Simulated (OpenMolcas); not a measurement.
Ru4+ (d4) in a complex was computed by SS-CASPT2, IPEA 0.25 Eh, imaginary shift 0.1 Eh with the d shell active (OpenMolcas, ANO-RCC-VDZP on the metal). Its lowest spin-free states, and all those of the highest spin:

| 2S+1 | Degeneracy | E (cm-1) |
| --- | --- | --- |
| 3 | 2 | 0 |
| 1 | 2 | 4830 |
| 1 | 1 | 7360 |
| 1 | 1 | 7710 |
| 1 | 1 | 8230 |
| 3 | 1 | 8440 |
| 1 | 1 | 9080 |
| 5 | 1 | 9260 |
| 3 | 1 | 10690 |
| 3 | 2 | 10970 |
| 3 | 1 | 11050 |
| 1 | 1 | 12780 |
| 5 | 2 | 14540 |
| 5 | 1 | 35250 |
| 5 | 1 | 51420 |

Problem. Is the site octahedral, tetrahedral or cube-like, axial, or of lower symmetry?

Solution. The states with 2S+1 = 5 have orbital degeneracies 1, 2, 1, 1. There are pairs but no triples, so the site is axial: not cubic, but with a proper or improper axis of order three or more. The run had Ru4+ with 6 ligands (chloride, oxide on the axis) in tetragonal octahedral coordination (D4h) at 2.55 Å, the axial distance 2.142 Å. A charge of +0.667 e stands 2.8 Å behind each ligand. Ligand basis ANO-RCC-VDZP.

Over all roots computed the reference weight is 0.43 to 0.57; the roots of lowest weight are the least certain, and an intruder state may touch them. An orbital doublet at a regular site is open to a Jahn-Teller distortion, which this geometry leaves out. This shell can be high or low spin here, a state of another spin lies low, and with metal d orbitals alone active their balance is uncertain, so the ground spin may be wrong, although the usual error favours high spin. The least metal-like active orbital is 66 % on the metal (Löwdin) and no ligand orbital is active, so the numbers are rough, and ground spin, moment and any spin crossover can be artefacts of this space; highly charged d ions in such sites are as a rule low spin. Ligand-to-metal charge-transfer states are missing. With no ligand orbital active B as a rule stays too high, so bands that hang on it stand too high and its fall with covalency is understated. With one d shell and no ligand orbital active, 10Dq can be off by a tenth or more. The distance lies 7 % over the 2.38 Å that this model takes as the normal distance (a Shannon-type radius plus a fixed donor radius); by an R⁻⁵ law this alone changes a d-shell field by about -29 %. No measured value stands beside these numbers; the geometry is a model, was not optimised and need not be the one that this ion takes.
